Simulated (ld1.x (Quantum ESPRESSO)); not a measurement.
## zinc: one change to an ultrasoft potential, before and after

ld1.x (Quantum ESPRESSO) 7.5 input, shortened:

```
&input
   title='Zn', zed=30., rel=1, dft='PBE', iswitch=3,
   config='[Ar] 3d10 4s1 4p1'
 /
 &inputp
   pseudotype=3, tm=.true., lloc=-1, rcloc=1.75,
   nlcc=.true.
 /
6
4S  1  0   1.00   0.00  1.50  2.05  0.0
4S  1  0   0.00   2.70  1.50  2.05  0.0
4P  2  1   1.00   0.00  1.90  2.45  0.0
4P  2  1   0.00   1.70  1.90  2.45  0.0
3D  3  2  10.00   0.00  0.55  0.70  0.0
3D  3  2   0.00  -0.60  0.55  0.70  0.0
 &test
   configts(1)='3d10 4s1 4p1'
 /
```

All-electron outer shells of the reference configuration (PBE, scalar-relativistic, ld1.x):

```csv
shell,level (eV),outermost node (bohr),outermost maximum (bohr)
3s,-131.48,0.28,0.59
3p,-85.65,0.25,0.59
3d,-12.34,–,0.57
4s,-7.40,0.85,2.04
4p,-2.10,0.92,2.89
```

Change: all radii but the core radius scaled by about 0.87 (s 1.78, p 2.14, d 0.60 bohr, rcut 1.30/1.66/0.48); local potential all-electron potential smoothed inside 1.52 bohr (lloc = -1).

Cutoffs: the cutoffs (Ry, on a coarse ladder) from which the occupation-weighted sum of valence levels, in a spherical-Bessel basis at the reference potential, stays within 10 and 1 mRy of its value at 400 Ry; they do not see the model core or the augmentation charge, which bear on the density cutoff. Errors are all-electron minus pseudo energies relative to the spin-unpolarised reference configuration.

**Question.** How do hardness, ghosts and transferability respond?

**Answer.** Of the 7 tests that both files solve, the error grows in 1 and shrinks in 4 by more than 15 % and 0.3 meV (median size 6.6 → 2.3 meV); neither file shows a bound ghost.

```tsv
quantity	base	changed
cutoff, loose	300 Ry	300 Ry
cutoff, tight	over 300 Ry	over 300 Ry
loose cutoff by channel (10 mRy a level)	s 6 Ry, p 6 Ry, d 200 Ry	s 8 Ry, p 6 Ry, d 260 Ry
bound ghosts	none	none
error for 3d10 4s2 4p0, meV [ΔE -5.09 eV]	-1.3	+0.8
error for 3d10 4s1 4p0, meV [ΔE 4.80 eV]	-2.5	-2.3
error for 3d10 4s0 4p0, meV [ΔE 23.24 eV]	-29	-18
error for 3d9 4s0 4p0, meV [ΔE 63.78 eV]	-100	-131
error for 3d9 4s2 4p0, meV [ΔE 12.81 eV]	-167	-130
error for 3d10 4s0 4p1, meV [ΔE 11.13 eV]	-6.6	-2.2
error for 3d10 4s1.5 4p0, meV [ΔE -1.15 eV]	-0.2	+0.2
lowest overlap eigenvalue by channel	s 0.43, p 0.59, d 1.00	s 0.50, p 0.46, d 1.00
```
